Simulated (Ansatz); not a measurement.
System: sum formula SiN$_{2}$H$_{5}$ (charge 0, doublet). It need not be the lowest isomer of its formula. 
Structure (B3LYP-D3(BJ)/def2-TZVP (Ansatz, a first-principles code) minimum search):
SMILES: N[SiH]N
```xyz
8

N      1.3748    -0.3507     0.2895
Si    -0.0161     0.4370    -0.3625
N     -1.3737    -0.4407     0.2172
H      2.2439     0.1525     0.3827
H      1.5329    -1.3328     0.1223
H      0.1277     1.8515     0.1208
H     -2.2637    -0.4337    -0.2503
H     -1.4226    -0.8154     1.1530
```
Charge 0, spin multiplicity 2.

Wanted: atomisation energy (electronic, to ground-state atoms); the coupled-cluster value holds the core correlation from cc-pwCVTZ, in kcal/mol. Cores are frozen in the correlated levels unless marked. Open shells are spin-unrestricted. No spin-orbit coupling. Non-relativistic. Basis-set limits of correlation are two-point, X^-3; Hartree-Fock from the larger set.

Level to compare with: CCSD(T)/CBS(aug-cc-pV(T+d)Z,aug-cc-pV(Q+d)Z) plus the core term (Ansatz), 620.8 kcal/mol. It is a level with limits of its own, and the differences hold the functionals' basis error too.

### Question
Rank these functionals by how close they come to CCSD(T)/CBS(aug-cc-pV(T+d)Z,aug-cc-pV(Q+d)Z), closest first: SVWN5/def2-TZVPD (Ansatz); revPBE/def2-TZVPD (Ansatz); B97M-V/def2-TZVPD (Ansatz).

### Answer
B97M-V/def2-TZVPD (meta-GGA with VV10, 618.1 kcal/mol, difference -2.7), revPBE/def2-TZVPD (GGA, 605.3 kcal/mol, difference -15.5), SVWN5/def2-TZVPD (LDA, 708.5 kcal/mol, difference 87.7)
